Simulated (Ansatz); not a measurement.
Gas-phase electronic energies from Ansatz, PBE0-D4/def2-TZVP geometries. CCSD(T)/CBS adds triple-zeta CCSD(T) − MP2 to the extrapolated MP2 energy (def2 sets, frozen cores). DFT in def2-TZVPP. B3LYP here is the variant with VWN-RPA as its local correlation; programs differ in this. Elements past krypton have def2 core potentials. For Sn outer-core shells are correlated without core-valence functions, which leaves a few kJ/mol of doubt a bond. Each species was taken in one conformer, which may not be the lowest.

`[NH2][SnH2][Cl]` + `N#CCC1CO1` → `N#[C][SnH2][Cl]` + `NCC1CO1`  (formal exchange of groups at the Sn–N bond)

`[NH2][SnH2][Cl]`:

Cartesian coordinates in Å:
```
N -1.211 -0.241 -0.482
Sn 0.450 0.303 0.508
Cl 2.369 -0.509 -0.576
H -1.350 -1.242 -0.530
H -1.267 0.127 -1.423
H 0.434 -0.434 2.037
H 0.576 1.995 0.466
```

`N#CCC1CO1`:

Cartesian coordinates in Å:
```
N 1.335 2.015 -1.715
C 0.561 1.567 -0.993
C -0.397 0.979 -0.072
C 0.176 -0.229 0.630
C -0.040 -1.573 0.113
O -0.775 -1.082 1.227
H -0.690 1.734 0.663
H -1.297 0.690 -0.621
H 1.064 -0.039 1.230
H -0.614 -1.705 -0.801
H 0.677 -2.357 0.339
```

`N#[C][SnH2][Cl]`:

Cartesian coordinates in Å:
```
N -1.186 -2.288 -0.601
C -0.633 -1.314 -0.331
Sn 0.420 0.441 0.165
Cl -1.130 2.147 -0.013
H 1.621 0.686 -1.000
H 0.908 0.329 1.781
```

`NCC1CO1`:

```xyz
12

N    -0.843    1.562    0.599
C    -0.248    0.284    0.942
C    -0.166   -0.695   -0.198
C     1.033   -0.808   -1.022
O     0.724   -1.788   -0.045
H    -0.355    1.987   -0.180
H    -1.810    1.449    0.320
H     0.762    0.449    1.330
H    -0.825   -0.158    1.759
H    -1.120   -0.960   -0.657
H     0.956   -1.140   -2.055
H     1.893   -0.182   -0.793
```

| level | ΔE (kcal/mol) | difference from CCSD(T)/CBS |
| --- | --- | --- |
| PBE-D4 | 13.2 | 1.6 |
| r2SCAN-D4 | 13.4 | 1.8 |
| B3LYP-D4 | 12.6 | 1.0 |
| B2PLYP | 12.2 | 0.6 |
| PBE | 13.1 | 1.5 |
| r2SCAN | 13.4 | 1.8 |
| PBE0 | 12.7 | 1.1 |
| B3LYP | 12.6 | 1.0 |
| HF/def2-TZVPP | 10.8 | -0.8 |
| MP2/def2-TZVPP | 12.0 | 0.4 |
| SCS-MP2/def2-TZVPP | 11.1 | -0.5 |
| CCSD(T)/def2-TZVPP | 10.6 | -1.0 |
| HF/def2-QZVPP | 10.9 | -0.7 |
| SCS-MP2/def2-QZVPP | 11.7 | 0.1 |
| HF/CBS(def2) | 10.9 | -0.7 |
| CCSD/CBS(def2) | 11.6 | 0.0 |
| CCSD(T)/CBS | 11.6 | 0 |

Largest T1 diagnostic among the species: 0.013.
